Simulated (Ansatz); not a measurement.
Two members of one family (Series SbMe2X), computed with Ansatz in the gas phase; def2 core potentials for I, Sb, no spin–orbit coupling. The two geometries come from different levels. A negative affinity means that the extra electron isn't bound at that geometry and level; within about 0.2 eV of zero the sign isn't settled. Binding counts from free atoms in the multiplicity of their measured ground term, without zero-point energy. A dash marks a value that wasn't run or was left out as unsound. The structures are stationary points that may keep the symmetry of their start. Remarks come from the PBE and PBE0 runs and from stability tests at other levels; not every state was tested. A HOMO above zero means that the electron is unbound at that level and held by the basis, or that self-interaction error raises the level; the energy of removing that electron tells which.

First: SbMe2I (singlet, charge 0, B3LYP-D4/def2-SVP geometry).

```xyz
10

Sb    0.2807    0.9132    0.9363
C    -1.1888   -0.7071    0.8618
H    -1.5188   -0.8638   -0.1744
H    -2.0523   -0.4515    1.4921
H    -0.7154   -1.6248    1.2466
C     1.4520    0.1147   -0.7317
H     2.1690    0.8732   -1.0742
H     0.7821   -0.1636   -1.5576
H     2.0006   -0.7726   -0.3793
I    -1.2093    2.6823   -0.6197
```

```
                 level  HOMO (eV)  LUMO (eV)  gap (eV)  vertical IE (eV)  vertical EA (eV)  vertical triplet (eV)  binding per atom (eV)
     PBE-D4/def2-TZVPD      -5.83      -2.55      3.28                 –              0.37                      –                   3.47
   r2SCAN-D4/def2-TZVP      -6.06      -2.38      3.68              8.54                 –                   3.13                   3.41
     PBE0-D4/def2-TZVP      -6.83      -1.79      5.04              8.64                 –                   3.20                   3.42
    PBE0-D4/def2-TZVPD      -6.84      -1.84      5.01                 –              0.36                      –                   3.42
CAM-B3LYP-D4/def2-TZVP      -8.03      -0.87      7.15                 –                 –                      –                   3.41
```

Remarks: HOMO above zero (-1 doublet).

Second: SbMe2H (singlet, charge 0, r2SCAN-D4/def2-SVP geometry).

```xyz
10

Sb   -1.3218    0.1078    0.1751
C    -0.0901   -1.3246   -0.9219
H     0.2601   -2.1004   -0.2263
H     0.7755   -0.8209   -1.3758
H    -0.6895   -1.8027   -1.7095
C     0.3806    1.0558    1.1627
H     0.0648    2.0062    1.6162
H     1.1890    1.2446    0.4425
H     0.7464    0.3911    1.9588
H    -1.3149    1.2430   -1.1218
```

Task: What does the change do? Estimate second minus first.

Result: 
```
                 level  Δ HOMO (eV)  Δ LUMO (eV)  Δ gap (eV)  Δ vertical IE (eV)  Δ vertical EA (eV)  Δ vertical triplet (eV)  Δ binding per atom (eV)
     PBE-D4/def2-TZVPD         0.07         1.63        1.57                   –               -1.21                        –                     0.01
   r2SCAN-D4/def2-TZVP         0.08         1.86        1.79                0.22                   –                     1.42                     0.03
     PBE0-D4/def2-TZVP         0.08         1.71        1.63                0.17                   –                     1.40                     0.02
    PBE0-D4/def2-TZVPD         0.08         1.61        1.53                   –               -1.33                        –                     0.02
CAM-B3LYP-D4/def2-TZVP         0.02         1.64        1.62                   –                   –                        –                     0.05
```

Remarks: HOMO above zero (-1 doublet).
